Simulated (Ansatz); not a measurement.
Geometry optimisation, Ansatz, RKS B3LYP/def2-SVP.

The input (input.yaml):

```yaml
crystal:
  periodic: [false, false, false]
  atoms:
    - { symbol: Zr, position_ang: [0.0, 0.0, 0.0] }
    - { symbol: O, position_ang: [0.0, 0.0, 2.42] }
    - { symbol: H, position_ang: [-0.9095, -0.2814, 2.7571] }
    - { symbol: Cl, position_ang: [2.3764, 0.0, -0.8392] }
    - { symbol: Cl, position_ang: [-1.1869, 2.0563, -0.8392] }
    - { symbol: Cl, position_ang: [-1.1869, -2.0563, -0.8392] }
    - { symbol: F, position_ang: [1.19, -1.8071, 0.7189] }
    - { symbol: H, position_ang: [0.77, -1.1692, 1.8915] }
basis:
  gaussian: { orbitals: def2-SVP }
hamiltonian:
  xc: b3lyp
relax:
  f_tol: 0.15
  max_steps: 25
  restrain:
    - { distance: [0, 6], at: 1.98, k: 30.0 }
    - { distance: [7, 1], at: 1.01, k: 30.0 }
    - { distance: [0, 1], at: 3.27, k: 30.0 }
    - { distance: [7, 6], at: 2.12, k: 30.0 }
```

Command:

```bash
$ ansatz run input.yaml --threads 4 --pin off --max-ram 5120MiB --backend cpu --events-out ev --progress --plain --runs-dir out
```

Task: Where does it end, and by what steps?

Result: The run converged. The restraints hold the end off the free minimum; the threshold counts their pulls, which the force column leaves out. Restrained pairs: Zr1–F7 (2.28 → 1.95 Å), O2–H8 (1.50 → 0.99 Å), Zr1–O2 (2.42 → 3.26 Å), F7–H8 (1.40 → 2.12 Å). After 17 steps the energy has fallen by 3.362 eV (the restraints' own energy left out); Cl4 moved furthest, 1.59 Å.

```json
{"step": "0", "energy less start (eV)": "0.0000", "largest force component (eV/Å)": "3.222", "accepted": "yes"}
{"step": "1", "energy less start (eV)": "-0.2679", "largest force component (eV/Å)": "3.596", "accepted": "yes"}
{"step": "2", "energy less start (eV)": "-0.9043", "largest force component (eV/Å)": "2.778", "accepted": "yes"}
{"step": "3", "energy less start (eV)": "-1.5437", "largest force component (eV/Å)": "1.233", "accepted": "yes"}
{"step": "4", "energy less start (eV)": "-2.2221", "largest force component (eV/Å)": "1.304", "accepted": "yes"}
{"step": "5", "energy less start (eV)": "-2.6508", "largest force component (eV/Å)": "1.471", "accepted": "yes"}
{"step": "6", "energy less start (eV)": "-2.9272", "largest force component (eV/Å)": "1.053", "accepted": "yes"}
{"step": "7", "energy less start (eV)": "-3.0989", "largest force component (eV/Å)": "1.053", "accepted": "yes"}
{"step": "8", "energy less start (eV)": "-3.1698", "largest force component (eV/Å)": "0.801", "accepted": "yes"}
{"step": "9", "energy less start (eV)": "-3.1775", "largest force component (eV/Å)": "0.840", "accepted": "yes"}
{"step": "10", "energy less start (eV)": "-3.2126", "largest force component (eV/Å)": "0.914", "accepted": "yes"}
{"step": "11", "energy less start (eV)": "-3.2303", "largest force component (eV/Å)": "0.996", "accepted": "yes"}
{"step": "12", "energy less start (eV)": "-3.2900", "largest force component (eV/Å)": "1.091", "accepted": "yes"}
{"step": "13", "energy less start (eV)": "-3.3312", "largest force component (eV/Å)": "1.058", "accepted": "yes"}
{"step": "14", "energy less start (eV)": "-3.3316", "largest force component (eV/Å)": "1.087", "accepted": "yes"}
{"step": "15", "energy less start (eV)": "-3.3529", "largest force component (eV/Å)": "1.095", "accepted": "yes"}
{"step": "16", "energy less start (eV)": "-3.3515", "largest force component (eV/Å)": "1.073", "accepted": "no"}
{"step": "17", "energy less start (eV)": "-3.3616", "largest force component (eV/Å)": "1.091", "accepted": "yes"}
```

```xyz
8
Properties=species:S:1:pos:R:3
Zr 0.510 -0.251 -0.444
O -0.609 -0.313 2.612
H -1.215 -1.024 2.861
Cl 1.910 -0.355 -2.315
Cl -0.205 1.976 -0.327
Cl -1.252 -1.748 -0.851
F 1.629 -0.828 1.046
H 0.286 -0.716 2.687
```

Time of the run: 60 s on 4 threads of Intel(R) Xeon(R) Platinum 8259CL CPU @ 2.50GHz (Skylake/Cascade Lake), on a shared host, peak memory 0.37 GiB.
